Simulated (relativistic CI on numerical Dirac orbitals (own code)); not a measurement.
## Charge states of cadmium

Calculated at this level of theory: Dirac-Coulomb-Breit CI, KLI orbitals optimised for each configuration, model QED, valence Slater integrals scaled by 0.9 (own radial code, finite nucleus).

Each species is treated in one configuration, given outside its closed core. Radial values are for the open shell of highest l, unscaled and averaged over j; ζ includes the Breit term. Labels give the leading LS character, summed over repeated terms.

```
  Ion  Configuration  Its lowest level  LS weight (%)  ⟨r⟩ (bohr)  ⟨r²⟩ (bohr²)     Next level  E (cm⁻¹)  ζ (cm⁻¹)
   Cd       4d10 5s2              1S_0            100                                                             
  Cd+        4d10 5s            2S_1/2            100       2.677         8.189                                   
 Cd2+           4d10              1S_0            100                                                             
 Cd3+            4d9            2D_5/2            100       1.195         1.682         2D_3/2    5606.6      2244
 Cd4+            4d8              3F_4             99       1.152          1.55           3F_3    5056.8      2419
 Cd5+            4d7            4F_9/2             96       1.114         1.442         4F_7/2    4481.2      2598
 Cd6+            4d6              5D_4             96       1.081         1.351           5D_3    3268.4      2782
 Cd7+            4d5            6S_5/2             97       1.051         1.273         4G_5/2     32702      2970
 Cd8+            4d4              5D_0             90       1.024         1.204           5D_1    1664.8      3161
 Cd9+            4d3            4F_3/2             95      0.9991         1.144         4F_5/2    3736.5      3356
Cd10+            4d2              3F_2             95      0.9759         1.089           3F_3    6653.4      3555
Cd11+             4d            2D_3/2            100      0.9543          1.04         2D_5/2    9421.3      3757
Cd12+   3d10 4s2 4p6              1S_0            100                                                             
Cd13+   3d10 4s2 4p5           2P°_3/2            100      0.8473        0.8098        2P°_1/2     60590     40330
Cd14+   3d10 4s2 4p4              3P_2             81       0.836        0.7881           3P_0     28904     41740
Cd15+   3d10 4s2 4p3           4S°_3/2             60      0.8251        0.7675        2D°_3/2     51769     43170
Cd16+   3d10 4s2 4p2              3P_0             83      0.8145        0.7479           3P_1     50380     44610
Cd17+    3d10 4s2 4p           2P°_1/2            100      0.8044        0.7295        2P°_3/2     69233     46070
Cd18+       3d10 4s2              1S_0            100                                                             
Cd19+        3d10 4s            2S_1/2            100      0.7584        0.6451                                   
Cd20+           3d10              1S_0            100                                                             
Cd21+            3d9                 ?              ?           ?             ?              ?         ?         ?
Cd22+            3d8              3F_4             96      0.3148        0.1163  J = 2 (mixed)     38305     23780
Cd23+            3d7            4F_9/2             83      0.3103        0.1128         4F_7/2     49800     24580
```

Q: Fill in the row of Cd21+.

A: Its lowest level 2D_5/2; LS weight (%) 100; ⟨r⟩ (bohr) 0.3196; ⟨r²⟩ (bohr²) 0.1201; Next level 2D_3/2; E (cm⁻¹) 57644; ζ (cm⁻¹) 23000.

With one configuration, terms of near-neutral atoms and ions can be 10 to 25 % off, and close levels can change places.

At low charge ζ of a weakly bound d or f electron comes out too small.
